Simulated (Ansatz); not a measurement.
Reaction (cleavage of the B–Si bond): `C[SiH](O)BO` + HCl → `OBCl` + `C[SiH2]O`

Calculated with Ansatz (gas phase, PBE0-D4/def2-TZVP geometries, no zero-point term in ΔE). CBS: MP2 limit from def2 TZ/QZ plus the TZ coupled-cluster correction, frozen cores. This one scheme is used for every species. DFT in def2-TZVPP. One conformer a species, not always the lowest.

`C[SiH](O)BO`:

Cartesian coordinates in Å:
```
C -0.997 -0.143 -1.449
Si -0.372 -0.560 0.255
O 0.285 -2.083 0.145
B 0.983 0.772 0.977
O 0.883 2.068 0.597
H -1.749 -0.864 -1.776
H -0.180 -0.146 -2.174
H -1.448 0.852 -1.451
H -1.532 -0.577 1.208
H 0.720 -2.426 0.926
H 1.864 0.465 1.747
H 1.544 2.642 0.995
```

HCl:

Cartesian coordinates in Å:
```
Cl 0.301 -0.505 -0.250
H -0.301 0.505 0.250
```

`OBCl`:

Cartesian coordinates in Å:
```
O 0.880 -0.557 -0.204
B -0.150 0.298 -0.248
Cl -1.358 0.336 1.040
H 0.885 -1.123 0.576
H -0.258 1.046 -1.165
```

`C[SiH2]O`:

```xyz
9

C     0.390   -0.984   -0.505
Si   -0.576    0.486    0.108
O     0.107    1.184    1.439
H    -0.119   -1.443   -1.358
H     0.491   -1.739    0.277
H     1.392   -0.696   -0.834
H    -1.933    0.074    0.544
H    -0.695    1.481   -0.998
H     0.943    1.637    1.326
```

CCSD(T)/CBS gives -1.34 eV.

Question: Another level gave -1.42 eV. Which?
A. PBE0-D4/def2-TZVPP
B. BLYP/def2-TZVPP
C. r2SCAN0/def2-TZVPP
D. revPBE-D4/def2-TZVPP

Answer: C. r2SCAN0 -1.42, PBE0-D4 -1.31, BLYP -1.36, revPBE-D4 -1.27 eV.

Largest T1 diagnostic among the species: 0.013.

Leaving LDA and LC-ωPBE aside and taking each functional with its dispersion term where it has one, the values, not all of them listed here, spread over 0.13 eV, from r2SCAN0-D4 to revPBE-D4. The D4 term adds +0.04 eV with B3LYP and +0.03 eV with PBE0; it sums over pairs of atoms, weighted by their polarisabilities, and B3LYP, whose exchange is more repulsive, gets the larger term. In def2-TZVPP, CCSD(T) changes the Hartree–Fock value by +0.16 eV (the triples alone add +0.00 eV) and MP2 by +0.06 eV.

B3LYP here is the variant with VWN-RPA as its local correlation; programs differ in this.
